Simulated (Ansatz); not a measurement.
C$_{3}$H$_{7}$O, doublet, at a GFN2-xTB geometry; REVPBE/6-31G** (Ansatz, a quantum-chemistry and plane-wave program).

Here is a job for Ansatz.
Ansatz 0.2 input:
```yaml
crystal:
  periodic: [false, false, false]
  atoms:
    - {symbol: O, position_ang: [0.14434248, -0.71865049, 0.06704672]}
    - {symbol: C, position_ang: [-0.00735297, 0.66567307, -0.15110874]}
    - {symbol: C, position_ang: [1.41359214, -1.20072338, -0.00771175]}
    - {symbol: C, position_ang: [-1.46730800, 1.03482609, 0.05751251]}
    - {symbol: H, position_ang: [0.63533161, 1.22500290, 0.54554056]}
    - {symbol: H, position_ang: [0.30787533, 0.91508609, -1.17552643]}
    - {symbol: H, position_ang: [2.24302783, -0.52408483, 0.10334617]}
    - {symbol: H, position_ang: [1.49766945, -2.23160741, 0.27195205]}
    - {symbol: H, position_ang: [-2.09236672, 0.47669124, -0.63408957]}
    - {symbol: H, position_ang: [-1.77138668, 0.79098958, 1.07190966]}
    - {symbol: H, position_ang: [-1.60847770, 2.09847161, -0.11165822]}
basis:
  gaussian:
    orbitals: 6-31G__.json
hamiltonian:
  xc: revpbe
magnetization: {spin_polarized: true, initial_magnetization: 1}
```
The basis file holds 6-31G** in the JSON format of the Basis Set Exchange.

The log (banner, timings and long lists left out):

```
Functional definition: revPBE
1018 factors; their error is unknown
mean field evaluation 1: about -5262.3261 eV, gradient 3.6e1 eV
mean field evaluation 2: about -5257.6637 eV, gradient 4.7e1 eV
mean field evaluation 4: about -5268.7637 eV, gradient 3.4e0 eV
mean field evaluation 8: about -5268.8120 eV, gradient 5.0e-2 eV
mean field evaluation 16: about -5268.7429 eV, gradient 9.1e-5 eV
mean field -5268.74286635 eV, -193.6227290563 hartree, gradient 2.6e-5 eV, S^2 0.752439; 0 other end points of the search recorded, 0 dependent functions left out
reference -5268.74289340 eV, -193.6227300504 hartree; 17, 16 occupied and 78, 79 virtual orbitals, 1018 factors
Total energy: -5268.74289340 eV, -193.6227300504 hartree
```
